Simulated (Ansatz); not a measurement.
C5HBCl2F6O2, SMILES `FC(F)(F)C1=CC(C(F)(F)F)=[O+][B-](Cl)(Cl)O1` at its PBE0-D4/def2-TZVP geometry, where that method's forces vanish. The species carries charge 0 and has multiplicity 1.

```xyz
17

F    -2.3621   -0.3993   -2.4808
C    -1.7431   -1.1855   -1.6120
F    -0.9568   -2.0236   -2.2817
F    -2.6486   -1.8925   -0.9485
C    -0.9270   -0.3398   -0.6335
C     0.4339   -0.5224   -0.4742
C     1.0147    0.1928    0.5563
C     2.4701   -0.0300    0.9698
F     3.0557   -0.9216    0.1752
F     3.1408    1.1103    0.8941
F     2.5194   -0.4775    2.2177
O     0.4107    1.0498    1.2659
B    -0.9901    1.5233    0.9338
Cl   -0.8380    3.0634   -0.0040
Cl   -1.9424    1.6063    2.4512
O    -1.6220    0.4922    0.0206
H     0.9849   -1.2461   -1.0499
```

**Question.** What forces (eV/Å) does PBE-D4/def2-TZVPP give on these atoms in Ansatz? (Estimate.)

**Answer.** Ansatz gave: 
```
F1  -0.485  0.619 -0.670
C2   0.398  0.338  0.412
F3   0.597 -0.635 -0.509
F4  -0.709 -0.543  0.519
C5   0.229 -0.524 -0.468
C6   0.088 -0.077 -0.111
C7   0.507 -0.448 -0.300
C8  -0.628  0.057 -0.216
F9   0.445 -0.676 -0.605
F10  0.516  0.895 -0.055
F11  0.035 -0.341  0.976
O12 -0.200  0.679  0.671
B13 -0.047  0.059  0.053
Cl14 0.023  0.217 -0.135
Cl15-0.142  0.006  0.229
O16 -0.747  0.528  0.334
H17  0.120 -0.154 -0.125
```
